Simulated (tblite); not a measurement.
Species: C₆H₈Cl₂O.
Numbering: `[CH3:1][CH:2]([CH3:3])/[C:4]([Cl:5])=[CH:6]/[C:7](=[O:8])[Cl:9]` (hydrogens: H10, H11, H12 on C1; H13 on C2; H14, H15, H16 on C3; H17 on C6)

Computed with GFN2-xTB (tblite), gas phase: L-BFGS steps from a force-field or distance-geometry start until the largest atomic force falls under 0.01 eV/Å.

Step 13: E = -818.6251 eV
```
atom  x, y, z in Å  |  force x, y, z in eV/Å
C1     -1.5727    1.1507   -0.4111   -0.018   0.032   0.003
C2     -0.7588   -0.1343   -0.2476   -0.077  -0.015  -0.029
C3     -1.5755   -1.1912    0.4989   -0.015  -0.020   0.024
C4      0.5420    0.1349    0.4501   -0.027  -0.021  -0.043
Cl5     0.4477    0.7468    2.0342   -0.042   0.004   0.009
C6      1.7266   -0.0969   -0.1452    0.015  -0.001  -0.008
C7      3.0157    0.1351    0.4604    0.050  -0.014  -0.048
O8      3.3026    0.5531    1.5346    0.023   0.011   0.034
Cl9     4.3159   -0.3153   -0.6859    0.019   0.028   0.072
H10    -1.8905    1.5325    0.5551    0.030  -0.012   0.015
H11    -0.9855    1.9160   -0.9120    0.003  -0.002  -0.011
H12    -2.4565    0.9424   -1.0097    0.012   0.026   0.019
H13    -0.5194   -0.5212   -1.2418    0.015  -0.008  -0.024
H14    -2.4568   -1.4454   -0.0852    0.015  -0.001   0.026
H15    -1.8977   -0.8181    1.4669    0.030   0.022   0.008
H16    -0.9877   -2.0925    0.6516    0.005  -0.012  -0.009
H17     1.7437   -0.4846   -1.1501   -0.039  -0.017  -0.037
```

Step 14: E = -818.6260 eV
```
atom  x, y, z in Å  |  force x, y, z in eV/Å
C1     -1.5713    1.1501   -0.4113   -0.029   0.046   0.001
C2     -0.7595   -0.1352   -0.2499   -0.070  -0.017  -0.033
C3     -1.5738   -1.1907    0.4984   -0.031  -0.039   0.036
C4      0.5392    0.1342    0.4489    0.028  -0.016  -0.045
Cl5     0.4439    0.7463    2.0327   -0.039   0.005   0.012
C6      1.7243   -0.0967   -0.1460    0.037  -0.011  -0.014
C7      3.0137    0.1344    0.4597    0.048   0.001  -0.031
O8      3.2997    0.5530    1.5341    0.014   0.013   0.046
Cl9     4.3173   -0.3137   -0.6821    0.011   0.019   0.055
H10    -1.8853    1.5288    0.5566    0.018   0.009   0.031
H11    -0.9850    1.9158   -0.9121    0.013   0.002  -0.011
H12    -2.4568    0.9459   -1.0075   -0.006   0.013   0.006
H13    -0.5201   -0.5218   -1.2432    0.021  -0.018  -0.050
H14    -2.4568   -1.4463   -0.0813   -0.006   0.000   0.007
H15    -1.8925   -0.8145    1.4657    0.020   0.018   0.032
H16    -0.9874   -2.0927    0.6514    0.016  -0.010  -0.007
H17     1.7433   -0.4850   -1.1508   -0.046  -0.014  -0.035
```

Step 15: E = -818.6270 eV
```
atom  x, y, z in Å  |  force x, y, z in eV/Å
C1     -1.5702    1.1502   -0.4114   -0.027   0.040   0.002
C2     -0.7613   -0.1364   -0.2531   -0.029  -0.014  -0.028
C3     -1.5725   -1.1908    0.4984   -0.034  -0.040   0.034
C4      0.5365    0.1332    0.4467    0.068  -0.008  -0.037
Cl5     0.4391    0.7459    2.0312   -0.030  -0.002  -0.005
C6      1.7225   -0.0968   -0.1472    0.047  -0.019  -0.019
C7      3.0126    0.1340    0.4589    0.028   0.019   0.004
O8      3.2964    0.5530    1.5342    0.001   0.009   0.041
Cl9     4.3190   -0.3117   -0.6771    0.012   0.009   0.030
H10    -1.8792    1.5250    0.5590    0.006   0.031   0.040
H11    -0.9840    1.9157   -0.9125    0.019   0.005  -0.009
H12    -2.4573    0.9499   -1.0050   -0.030   0.005  -0.007
H13    -0.5206   -0.5228   -1.2457    0.014  -0.022  -0.062
H14    -2.4571   -1.4474   -0.0770   -0.032  -0.003  -0.007
H15    -1.8863   -0.8101    1.4650    0.008   0.007   0.051
H16    -0.9867   -2.0932    0.6509    0.023  -0.007  -0.003
H17     1.7420   -0.4858   -1.1521   -0.044  -0.009  -0.025
```

Step 16: E = -818.6279 eV
```
atom  x, y, z in Å  |  force x, y, z in eV/Å
C1     -1.5696    1.1509   -0.4115   -0.015   0.017   0.004
C2     -0.7634   -0.1380   -0.2567    0.021  -0.009  -0.017
C3     -1.5718   -1.1915    0.4990   -0.023  -0.022   0.019
C4      0.5348    0.1321    0.4439    0.073  -0.002  -0.024
Cl5     0.4337    0.7454    2.0296   -0.017  -0.013  -0.034
C6      1.7217   -0.0972   -0.1487    0.042  -0.020  -0.019
C7      3.0121    0.1339    0.4584    0.004   0.031   0.039
O8      3.2931    0.5532    1.5348   -0.011   0.004   0.026
Cl9     4.3210   -0.3095   -0.6717    0.020  -0.001   0.005
H10    -1.8730    1.5219    0.5620   -0.003   0.046   0.033
H11    -0.9828    1.9156   -0.9130    0.017   0.005  -0.003
H12    -2.4585    0.9541   -1.0027   -0.044   0.004  -0.011
H13    -0.5209   -0.5243   -1.2493   -0.003  -0.019  -0.053
H14    -2.4580   -1.4485   -0.0727   -0.048  -0.006  -0.009
H15    -1.8800   -0.8057    1.4653   -0.001  -0.011   0.053
H16    -0.9856   -2.0938    0.6505    0.020  -0.001   0.002
H17     1.7399   -0.4867   -1.1539   -0.032  -0.003  -0.012
```

**Question.** Estimate the geometry and energy of step 17. (The exact step hangs on the optimiser's Hessian estimate; all steps are aligned on step 16, rigid shifts and turns removed.)

**Answer.** E = -818.6286 eV, largest force 0.062 eV/Å
```
atom  x, y, z in Å  |  force x, y, z in eV/Å
C1     -1.5694    1.1518   -0.4114    0.000  -0.010   0.005
C2     -0.7647   -0.1394   -0.2600    0.049  -0.002  -0.005
C3     -1.5717   -1.1923    0.4998   -0.006   0.004  -0.001
C4      0.5345    0.1312    0.4412    0.046   0.000  -0.015
Cl5     0.4291    0.7448    2.0276   -0.001  -0.021  -0.055
C6      1.7221   -0.0979   -0.1502    0.029  -0.014  -0.014
C7      3.0121    0.1344    0.4585   -0.011   0.029   0.054
O8      3.2903    0.5534    1.5360   -0.020   0.002   0.014
Cl9     4.3232   -0.3077   -0.6671    0.027  -0.005  -0.010
H10    -1.8681    1.5203    0.5650   -0.006   0.049   0.010
H11    -0.9814    1.9157   -0.9135    0.007   0.000   0.006
H12    -2.4602    0.9576   -1.0010   -0.040   0.007  -0.003
H13    -0.5212   -0.5257   -1.2532   -0.022  -0.010  -0.028
H14    -2.4597   -1.4495   -0.0694   -0.045  -0.005   0.002
H15    -1.8750   -0.8025    1.4665   -0.004  -0.030   0.038
H16    -0.9843   -2.0944    0.6501    0.010   0.007   0.005
H17     1.7376   -0.4876   -1.1558   -0.012   0.000  -0.003
```

The energy changes by -0.0007 eV. The first-order estimate −F·Δx gives -0.0010 eV and the mean of the old and new forces, exact on a quadratic surface, -0.0007 eV. The step makes an angle of 68° with the force vector and moves no atom by more than 0.006 Å.
